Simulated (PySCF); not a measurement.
Compound: SbH2Cl.
Bonds: Sb1–Cl4. Hydrogens: H2, H3 on Sb1.

Level of theory: PBE0-D3(BJ)/def2-SVP geometry optimisation, gas phase, def2 core potentials past Kr in PySCF 2.14.0.

Task: How far are the bound atoms from Sb1?

Result: 3 atoms: H2 1.721 Å, H3 1.721 Å, Cl4 2.381 Å.

Task: List the angles at Sb1.

Result: 
```tsv
angle	degrees	distance of the outer atoms (Å)
H3–Sb1–Cl4	94.3	3.04
H2–Sb1–Cl4	94.3	3.04
H2–Sb1–H3	89.8	2.43
```

Task: What is the shape at Sb1?

Result: Pyramidal: angles 94.3°, 94.3° and 89.8°, sum 278.5°, 1.03 Å off the plane of its three neighbours.

Point group: Cs (tolerance 0.08 Å). Charge 0, singlet. Stationary, but not proved a minimum.

Time: 11 s wall. Hardware: one thread, x86-64 server, shared host. These figures are those of the optimisation.

---

Compound: FH2In.
Bonds: F1–In2. Hydrogens: H3, H4 on In2.

Method used: PBE0-D3(BJ)/def2-SVP geometry optimisation, gas phase, def2 core potentials past Kr (PySCF).

How far are the bound atoms from In2?

3 atoms: H3 1.714 Å, H4 1.714 Å, F1 1.970 Å.

List the angles at In2.

| angle | degrees | distance of the outer atoms (Å) |
| --- | --- | --- |
| H3–In2–H4 | 137.5 | 3.19 |
| F1–In2–H4 | 111.6 | 3.05 |
| F1–In2–H3 | 110.9 | 3.04 |

What is the shape at In2?

Planar: angles 137.5°, 111.6° and 110.9°, sum 360.0°, 0.00 Å off the plane of its three neighbours.

What are the rotational constants (commonest isotopes, rigid rotor)?

A = 98270, B = 7792, C = 7220 MHz: a near-prolate asymmetric top.

Point group: C2v (every atom within 0.08 Å of its image). Charge 0, singlet. Not checked by PBE0-D3(BJ)/def2-SVP frequencies.
